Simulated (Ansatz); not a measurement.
Total energies of B2F4H2O2, SMILES `F[B-]1(F)[OH+][B-](F)(F)[OH+]1`.

Cartesian coordinates in Å:
```
F 0.680 2.124 0.314
B 0.023 1.088 -0.206
F -0.827 1.351 -1.223
O 0.963 -0.094 -0.545
B 0.157 -1.022 0.396
F -0.622 -1.879 -0.301
F 0.914 -1.544 1.362
O -0.645 0.210 0.879
H 0.958 -0.359 -1.471
H -1.601 0.125 0.795
```

Charge 0, multiplicity 1. The structure was optimised at the PBE0-D4/def2-TZVP level. Basis def2-TZVPP, Ansatz 0.2.0.

RPA on PBE orbitals: Hartree–Fock energy of these orbitals -598.56825 Eh, correlation -2.49697 Eh (frozen core).

| functional | energy without D4 (Eh) | D4 term (kJ/mol) |
| --- | --- | --- |
| LDA (SPW92) | -597.22706 | – |
| BLYP | -601.27537 | -44.6 |
| r2SCAN | -601.09899 | -4.8 |
| B97M-V | -601.19440 | – |
| PBE0 | -600.75322 | -16.3 |
| B3LYP | -601.36288 | -31.5 |
| r2SCANh | -601.06872 | -5.0 |
| r2SCAN0 | -601.02501 | -5.5 |
| HSE06 (plane-wave form) | -600.72803 | -15.0 |
| BHLYP | -601.12847 | -21.5 |
| LC-ωPBE | -601.01788 | – |
| ωB97X-V | -601.16296 | – |
| ωB97M-V | -601.21675 | – |
| PBE-QIDH | -600.69199 | – |

Give the same for PBE, revPBE, CAM-B3LYP, B2PLYP. (An estimate is asked.)

The calculation gave: 
```tsv
functional	energy without D4 (Eh)	D4 term (kJ/mol)
PBE	-600.73904	-19.6
revPBE	-601.13325	-69.1
CAM-B3LYP	-601.20463	-16.2
B2PLYP	-601.01542	–
```

B3LYP takes the VWN-RPA correlation (the form of Gaussian; ORCA's B3LYP/G). HSE06 is the plane-wave form, built on full-range PBE exchange. The double hybrids freeze the cores in their second-order part.

LC-ωPBE has ω = 0.4 bohr⁻¹.
